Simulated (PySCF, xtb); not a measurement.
C4H6ClF, SMILES Cl[C@@H](F)C1CC1. Other conformers were not sampled.

Harmonic wavenumbers (cm⁻¹) from GFN2-xTB (xtb) at its own minimum, in rising order: 59, 186, 222, 337, 373, 582, 708, 799, 840, 870, 989, 993, 1041, 1075, 1081, 1088, 1131, 1150, 1185, 1241, 1277, 1372, 1431, 1484, 2905, 3070, 3099, 3101, 3107, 3124.

What does r2SCAN-D4/def2-SVP run with PySCF give at its own minimum? (Estimate from the structure and the level; the computed values follow.)

92, 208, 248, 368, 390, 619, 738, 781, 819, 844, 952, 1004, 1043, 1045, 1061, 1109, 1159, 1182, 1227, 1265, 1364, 1396, 1423, 1489, 3095, 3135, 3138, 3172, 3235, 3245. Paired by order, the mean absolute difference is 42 cm⁻¹ and the zero-point energies are 57.1 and 58.4 kcal/mol.
